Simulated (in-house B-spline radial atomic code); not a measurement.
Radial electron density of Sb III (Sb2+), [Kr] 4d10 5s2 5p1. Computed with a radial B-spline atomic code at the basis-set limit: scalar-relativistic (X2C) r2SCAN0, spin-polarised, spherical fractional occupations, exact exchange averaged over the configuration, Fermi nucleus of rms radius 4.6802 fm.

One-electron X2C: radii and densities carry no picture-change correction, so inner-shell <1/r> comes out high (for 1s by about 2 % at Z = 33, 5 % at 54, 10 % at 75, 30 % at 118) and <r> low.

Columns: r (bohr), 4πr²n(r) (electrons per bohr), bar.

```
0.000919    2.147 #
 0.00114    3.023 ##
 0.00141    4.217 ##
 0.00174     5.83 ###
 0.00215    8.019 ####
 0.00266    10.95 ######
  0.0033    14.85 ########
 0.00408    19.76 ##########
 0.00505    25.87 ##############
 0.00624    33.09 #################
 0.00773    41.31 ######################
 0.00956     49.8 ##########################
  0.0118    57.61 ##############################
  0.0146    63.62 #################################
  0.0181    66.48 ###################################
  0.0224    65.51 ##################################
  0.0277     61.6 ################################
  0.0343    57.51 ##############################
  0.0424    57.25 ##############################
  0.0525    63.59 #################################
   0.065    74.81 #######################################
  0.0804    83.73 ############################################
  0.0994    82.63 ###########################################
   0.123    71.27 #####################################
   0.152    60.22 ################################
   0.188    60.51 ################################
   0.233    68.69 ####################################
   0.288    67.58 ####################################
   0.357    49.58 ##########################
   0.441    28.98 ###############
   0.546    21.41 ###########
   0.676     24.3 #############
   0.836    24.23 #############
    1.03    17.67 #########
    1.28     9.77 #####
    1.58    5.056 ###
    1.96    2.837 #
    2.42    1.644 #
       3   0.7687 
    3.71   0.2524 
    4.59  0.05214 
    5.68 0.006241 
    7.03 0.000393 
     8.7 1.136e-05
```

On this grid the curve has 4 maxima, near 0.0181, 0.0804, 0.233, 0.676 bohr.

The 5s up radial function P(r) = rR(r), positive near the nucleus:

| r (bohr) | P |
| --- | --- |
| 0.000392 | 0.01184 |
| 0.0006 | 0.01676 |
| 0.000919 | 0.02361 |
| 0.00141 | 0.03305 |
| 0.00215 | 0.04547 |
| 0.0033 | 0.06157 |
| 0.00505 | 0.08042 |
| 0.00773 | 0.09928 |
| 0.0118 | 0.1108 |
| 0.0181 | 0.1012 |
| 0.0277 | 0.0518 |
| 0.0424 | -0.04577 |
| 0.065 | -0.1521 |
| 0.0994 | -0.1511 |
| 0.152 | 0.04757 |
| 0.233 | 0.2548 |
| 0.357 | 0.06 |
| 0.546 | -0.36 |
| 0.836 | -0.1918 |
| 1.28 | 0.505 |
| 1.96 | 0.7949 |
| 3 | 0.4547 |
| 4.59 | 0.09428 |
| 7.03 | 0.004746 |
